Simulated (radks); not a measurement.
The cadmium ion Cd+ inside a hard spherical wall (all orbitals vanish at R), configuration held at [Kr] 4d10 5s1 and not refilled when levels cross. All-electron calculation, scalar-relativistic Kohn-Sham, PBE, spin-polarised, spherical densities, finite nucleus; open shells are filled with parallel spins first (spin-orbit coupling, left out, can overturn this in heavy ions); Fermi nuclear charge, rms radius 4.6087 fm. Program: a radial shooting solver on a logarithmic mesh with Libxc functionals. Eigenvalues in eV for spin up, with the zero of energy where the potential of the charges vanishes at infinity; a dash marks a level that is unbound or too diffuse for the functional's potential to be trusted. A positive occupied level is held by the wall or, in an anion where self-interaction has pushed it up, behind a barrier. The pressure on the wall is -dE/dV.

R (bohr)  E (hartree)  kinetic (hartree)    e(4s)    e(4p)    e(4d)    e(5s)  e(5p, empty)  e(6s, empty)  pressure (GPa)
free      -5594.19515           5820.926  -114.74  -75.820  -20.607  -13.473        -7.736             -               0
20        -5594.19515           5820.926  -114.74  -75.820  -20.607  -13.473        -7.736             -        < 0.0001
15        -5594.19515           5820.926  -114.74  -75.820  -20.607  -13.473        -7.736             -        < 0.0001
8         -5594.19492           5820.929  -114.72  -75.806  -20.594  -13.458        -7.651        -1.680          0.0139
7         -5594.19397           5820.939  -114.68  -75.764  -20.554  -13.408        -7.469         0.139          0.0920
5         -5594.16680           5821.124  -114.06  -75.155  -19.985  -12.452        -5.428        11.961            4.19
4         -5594.05163           5821.755  -112.45  -73.585  -18.513   -9.515        -0.726        31.378            35.4
3.5       -5593.85325           5822.736  -110.40  -71.608  -16.608   -5.446         5.045        51.490             117
3         -5593.32407           5825.174  -106.30  -67.672  -12.631    3.515        16.837        87.649             443
2.5       -5591.73899           5832.032  -97.729  -59.394   -3.644   25.100        43.310        158.65            2030
2         -5586.09151           5854.906  -78.022  -39.455   19.501   84.264        110.69        316.45           12300
